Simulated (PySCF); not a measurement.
Species, as SMILES: F[Si]F (closed-shell singlet).
Geometry (B3LYP-D3(BJ)/def2-TZVP, fixed):
```
Si
F 1 1.6090
F 1 1.6090 2 100.76
```

Basis-set convergence of the lowest singlet excitation energy at PBE with PySCF. Tamm-Dancoff approximation; the state is taken by its order, and sets in which it differs in degeneracy or brightness are left out, yet its character can still change. All functions are spherical. Density fitting with generated auxiliary sets. No added dispersion term, no relativity. Reference: the value in aug-pcseg-3, 5.578 eV, itself unsure by roughly 0.004 eV (its mean distance from aug-cc-pV(Q+d)Z, aug-pcseg-2, aug-cc-pV(T+d)Z). Deviations are taken from unrounded values. Cost is core time over that of 6-31G**, rough, on shared machines of one kind; a dash marks a row that isn't timed (too short, read off another run, short of memory, by another algorithm or on other hardware).

| basis | functions | lowest singlet excitation energy (eV) | minus reference (eV) | cost |
|---|---|---|---|---|
| STO-3G | 19 | 4.914 | -0.663 | - |
| 3-21G | 31 | 5.158 | -0.419 | - |
| 6-31G | 31 | 5.256 | -0.322 | - |
| 6-31G** | 46 | 5.591 | 0.013 | 1× |
| def2-SVP | 46 | 5.639 | 0.061 | 0.9× |
| 6-31+G* | 58 | 5.589 | 0.011 | - |
| 6-311G** | 62 | 5.571 | -0.007 | 2× |
| 6-311+G** | 74 | 5.589 | 0.011 | 2× |
| 6-311++G(2d,2p) | 89 | 5.598 | 0.020 | 3× |
| def2-TZVP | 99 | 5.634 | 0.056 | 3× |
| def2-TZVPP | 104 | 5.625 | 0.048 | 3× |
| 6-311++G(3df,3pd) | 125 | 5.591 | 0.013 | 4× |
| def2-QZVPP | 184 | 5.601 | 0.023 | 7× |

The smallest set listed that lies within 0.1 eV of the reference with all its larger relatives (same family, alike in diffuse functions; a set with none counts only in the reference's own line) is 6-31G** (46 functions, 1× in cost, 0.013 eV off), level with def2-SVP.
